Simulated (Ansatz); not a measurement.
Basis-set extrapolation for C4H4F6O (`FC(F)COC(F)(F)C(F)F`) (PBE0-D4/def2-TZVP geometry, frozen core, Ansatz 0.2.0). Multiplicity 1, RHF reference.

```csv
,def2-TZVPP,def2-QZVPP
HF,-825.659731,-825.695281
MP2 correlation,-2.359485,-2.566818
CCSD(T) correlation,-2.465921,not run
```

Energies in hartree. Use E(X) = E(∞) + A·exp(−7.88·√X) for Hartree–Fock and E(X) = E(∞) + B·X^(−2.97) for correlation, with X = 3 and 4, and add CCSD(T) minus MP2 of the smaller set to the MP2 limit.

What is the CCSD(T) energy at the basis-set limit?

HF limit: -825.695281 + (-0.035550) × 0.13774 = -825.70018. MP2 limit: -2.566818 + (-0.207333) × 0.74074 = -2.72040. Higher-order term: -2.465921 − (-2.359485) = -0.10644. Total: -828.52702 hartree, 1053.8 kJ/mol below CCSD(T)/def2-TZVPP.
